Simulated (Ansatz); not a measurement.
## Ansatz (development build ahead of 0.2.0) run

```yaml
crystal:
  periodic: [false, false, false]
  atoms:
    - { symbol: Be, position_ang: [0.0, 0.0, 0.0] }
    - { symbol: B, position_ang: [0.0, 0.0, 3.4776] }
basis:
  gaussian: { orbitals: pcseg-2 }
magnetization:
  initial_magnetization: 3
hamiltonian:
  xc: r2scan
```

The input is written out in the form of the current development build from the run's settings.

Output:

```json
{"Converged": "yes", "Total energy": "-39.22627 hartree", "Spin squared of the determinant": "3.750", "Stability test": "minimum among restricted orbitals"}
```

Caution: charge can spread falsely over distant fragments; another spin multiplicity may lie lower.
